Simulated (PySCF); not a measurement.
# Bond lengths and vibrations by method: F2H2NSi anion

These are calculations, not measurements. The program is PySCF 2.14.0, an open-source quantum chemistry code, run on an isolated molecule that a program drew, which may never have been made. The molecule is F2H2NSi anion (charge -1, singlet), drawn as the SMILES string `N[Si-](F)F`.

The geometry was optimised and harmonic frequencies were computed with HF and MP2, all in the aug-cc-pV(D+d)Z basis, for the commonest isotopes, with a restricted reference for singlets and an unrestricted one otherwise, and a frozen core in MP2. Each result is a local minimum of its method.

Geometry at the HF minimum:
```xyz
6
F2H2NSi anion, angstrom
N     1.1868   -0.4264    0.0026
Si    1.4551   -2.1764    0.2992
F     2.6018   -2.3952   -0.9060
F     2.5979   -2.0997    1.5435
H     0.4457   -0.0277    0.5482
H     2.0009    0.1593    0.0896
```

Lengths of the bonds as drawn, in Å (atoms numbered as above):
| bond | HF | MP2 |
|---|---|---|
| N1-Si2 | 1.795 | 1.822 |
| Si2-F3 | 1.678 | 1.718 |
| Si2-F4 | 1.691 | 1.733 |
| N1-H5 | 1.003 | 1.022 |
| N1-H6 | 1.007 | 1.026 |

Rotational constants, in GHz:
| constant | HF | MP2 |
|---|---|---|
| A | 6.891 | 6.57 |
| B | 6.392 | 6.187 |
| C | 4.148 | 3.993 |

Harmonic frequencies in cm^-1, each column in rising order, so a row needn't be the same motion in every method:
| rank | HF | MP2 |
|---|---|---|
| 1 | 178 | 160 |
| 2 | 273 | 245 |
| 3 | 340 | 311 |
| 4 | 385 | 345 |
| 5 | 554 | ? |
| 6 | 681 | 625 |
| 7 | 704 | 652 |
| 8 | 714 | 661 |
| 9 | 905 | 840 |
| 10 | 1672 | 1530 |
| 11 | 3688 | 3462 |
| 12 | 3798 | 3595 |

**Estimate the missing MP2 frequency from the HF column.**

A single factor s that minimises the squared misfit of MP2 against s times HF over the other rows is sum(HF x MP2) / sum(HF^2) = 0.9388, with an rms misfit of 18 cm^-1. For rank 5 it gives 0.9388 x 554 = 520 cm^-1. The calculation gives 528 cm^-1, 8 cm^-1 above the estimate. The drawn bonds are on average 2.0 % longer in MP2 than in HF.
